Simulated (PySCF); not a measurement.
**Two-dimensional NMR puzzle**

Compound of formula C₅H₇NSi. Correlations simulated from computed shifts and the bond graph:

HSQC (one-bond C–H):
| δH | δC |
| --- | --- |
| 2.60 | 19.6 |
| 1.86 | 39.9 |
| 1.74 | 37.2 |
| 1.52 | 39.9 |

COSY cross peaks (H two or three bonds apart, from the bond graph; peaks can be absent where the dihedral angle is near 90°):
| δH | δH |
| --- | --- |
| 3.78 | 1.74 |
| 2.60 | 1.86 |
| 2.60 | 1.74 |
| 2.60 | 1.52 |
| 1.86 | 1.52 |

HMBC (two and three bonds, from the bond graph):
| δH | δC |
| --- | --- |
| 3.78 | 37.2, 19.6, -6.1 |
| 2.60 | 124.0, 39.9, 37.2, -6.1 |
| 1.86 | 124.0, 37.2, 19.6, -6.1 |
| 1.74 | 124.0, 39.9, 19.6, -6.1 |
| 1.52 | 124.0, 37.2, 19.6, -6.1 |

Carbons without hydrogens: δ 124.0, -6.1.

PySCF 2.14 calculation with GFN2-xTB geometry and NMR shieldings at PBE0/pcSseg-1/GIAO; isolated molecule, non-relativistic Hamiltonian, one conformer, equivalent nuclei averaged.

Referencing at the same level of theory: TMS for ¹H and ¹³C.

Exchangeable hydrogens are left out of these lists.

Q: Which molecule is this?

A: SMILES N#C[C@@]12C[C@@H]1[C@@H]2[SiH3].

Atoms are numbered as in `[N:1]#[C:2][C@@:3]12[CH2:4][C@@H:5]1[C@@H:6]2[SiH3:7]`. Each H is labelled by its parent atom. Ha(C4) is cis to C6 on the ring; Hb(C4) is trans to C6 on the ring.

- δC 124.0 is C2, a nitrile carbon.
- δC 39.9 is C4, a three-membered-ring carbon (δH 1.52, 1.86).
- δC 37.2 is C6, a three-membered-ring carbon (δH 1.74).
- δC 19.6 is C5, a three-membered-ring carbon (δH 2.60).
- δC -6.1 is C3, a three-membered-ring carbon.
- HMBC from δH 3.78 reaches the proton-free carbon C3.
- HMBC from δH 2.60 reaches the proton-free carbons C2, C3.
- HMBC from δH 1.86 reaches the proton-free carbons C2, C3.
- HMBC from δH 1.74 reaches the proton-free carbons C2, C3.
- COSY links 3.78–1.74, 2.60–1.86, 2.60–1.74, 2.60–1.52, 1.86–1.52.

This is the structure that produced the data.

Shifts are as computed. Against solution values, carbons near 30 ppm lie about +3 ppm off and those near 130 ppm about +5 ppm. Of 1309 compounds with measured shifts, 239 miss one by over three times the rms of a fit or turn the order of signals round; such compounds aren't used in these exercises.
